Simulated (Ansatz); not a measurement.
One change: `C[SiH](F)[SiH2]O` becomes `C[SiH](F)[GeH3]`.

Ansatz, PBE0-D4/def2-TZVP geometries, multiplicity 1. Each molecule was computed in one conformer, which needn't be the lowest.

Scalar relativity is left out up to krypton.

```csv
property,`C[SiH](F)[SiH2]O`
HOMO energy (PBE0/def2-TZVPP) / eV,-7.63
LUMO energy (PBE0/def2-TZVPP) / eV,-0.69
LUMO energy (ωB97M-V/def2-TZVPP) / eV,1.02
HOMO–LUMO gap (B3LYP/def2-TZVPP) / eV,6.55
LUMO energy (B3LYP/def2-TZVPP) / eV,-0.90
HOMO–LUMO gap (ωB97M-V/def2-TZVPP) / eV,10.72
```

Task: What does the change do to each property? (Best estimate.)

Result: The calculation gave: 
| property | `C[SiH](F)[GeH3]` | shift |
| --- | --- | --- |
| HOMO energy (PBE0/def2-TZVPP) / eV | -8.01 | -0.38 |
| LUMO energy (PBE0/def2-TZVPP) / eV | -0.06 | 0.63 |
| LUMO energy (ωB97M-V/def2-TZVPP) / eV | 1.71 | 0.69 |
| HOMO–LUMO gap (B3LYP/def2-TZVPP) / eV | 7.56 | 1.01 |
| LUMO energy (B3LYP/def2-TZVPP) / eV | -0.26 | 0.64 |
| HOMO–LUMO gap (ωB97M-V/def2-TZVPP) / eV | 11.78 | 1.06 |

With PBE0 the HOMO falls by 0.38 eV and the LUMO rises by 0.63 eV, so the gap widens by about 1.01 eV. PBE moves the HOMO by -0.47 eV and ωB97M-V by -0.36 eV. The zero-point energy changes by -21.5 kJ/mol with -3 modes.

B3LYP here is the variant with VWN-RPA as its local correlation; programs differ in this.
